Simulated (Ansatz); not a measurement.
One change: `BC1=CCO1` becomes `OC1=CCO1`.

Ansatz, PBE0-D4/def2-TZVP geometries, multiplicity 1. Each molecule was computed in one conformer, which needn't be the lowest.

| property | `BC1=CCO1` |
| --- | --- |
| LUMO energy (PBE/def2-TZVPP) / eV | -3.18 |
| HOMO–LUMO gap (B3LYP/def2-TZVPP) / eV | 4.35 |
| size of the dipole moment (B3LYP/def2-TZVPP) / D | 2.32 |
| HOMO–LUMO gap (PBE0/def2-TZVPP) / eV | 4.77 |
| size of the dipole moment (ωB97M-V/def2-TZVPP) / D | 2.22 |
| HOMO energy (PBE/def2-TZVPP) / eV | -5.88 |

Task: Give the same properties after the change, and the shifts. (Estimate.)

Result: Computed: 
```tsv
property	`OC1=CCO1`	shift
LUMO energy (PBE/def2-TZVPP) / eV	0.12	3.30
HOMO–LUMO gap (B3LYP/def2-TZVPP) / eV	6.63	2.28
size of the dipole moment (B3LYP/def2-TZVPP) / D	0.62	-1.70
HOMO–LUMO gap (PBE0/def2-TZVPP) / eV	7.25	2.48
size of the dipole moment (ωB97M-V/def2-TZVPP) / D	0.61	-1.61
HOMO energy (PBE/def2-TZVPP) / eV	-4.96	0.92
```

With PBE0 the HOMO rises by 0.85 eV and the LUMO rises by 3.35 eV, so the gap widens by about 2.50 eV. PBE moves the HOMO by 0.92 eV and ωB97M-V by 0.82 eV. The zero-point energy changes by -15.4 kJ/mol with -3 modes. Dipoles are sizes alone; their direction can turn.

B3LYP here is the variant with VWN-RPA as its local correlation; programs differ in this.
